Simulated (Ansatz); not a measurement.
**Energy profile**

The step: SiCl₂ + H₂O → SiH₂Cl₂O ([OH][SiH]([Cl])[Cl]); bonds formed: Si1–H4; dative contacts that become bonds: Si1–O5; bonds broken: H4–O5 (atoms numbered as in the saddle structure below).

```
atom    x (Å)    y (Å)    z (Å)
 Si1   0.0993  -0.7764   0.0539
 Cl2   1.7598  -1.0921  -1.1183
 Cl3  -1.5046  -0.7324  -1.2570
  H4  -0.0390   0.0795   1.4368
  O5   0.2189   0.9792   0.5614
  H6  -0.5344   1.5421   0.3234
```

Electronic energies by CCSD(T) at an estimated basis limit (MP2 extrapolated from triple and quadruple zeta, plus CCSD(T) − MP2 in triple zeta), on PBE0-D4/def2-TZVP structures; SiH2Cl2O, singlet; no counterpoise correction. Ansatz 0.2.0; basis: def2-TZVPP and def2-QZVPP; cores frozen in the correlated methods. Extrapolation: Hartree–Fock as exp(−7.88 √X), correlation as X^−2.97.

Give the profile in eV, counted from the separated reactants. (An estimate is asked for; the value comes from the calculation.)

By the calculation:
```csv
point,eV
"separated: SiCl2 (linked as [Cl][Si][Cl]; Si1, Cl2, Cl3; singlet) + H2O (H4, O5, H6; singlet)",0.000
start structure,-0.508
saddle,0.881
end structure,-2.636
```

T1 diagnostic: at most 0.014. The restricted Hartree–Fock reference is unstable towards an unrestricted one at one or more of these structures.

Losses and insertions of silylenes and their heavier kin drive the gas-phase chemistry of silicon and germanium vapour deposition.

For scale, one of the runs: CCSD(T)/def2-TZVPP, 185 basis functions, launched by `ansatz run in.yaml --threads 2 --pin off --events-out ev --progress --plain --max-ram 4352MiB`. Time: 41 s of wall clock on 2 CPU threads of an Arm Neoverse V2; the host was shared. Peak host memory: 1.7 GiB.
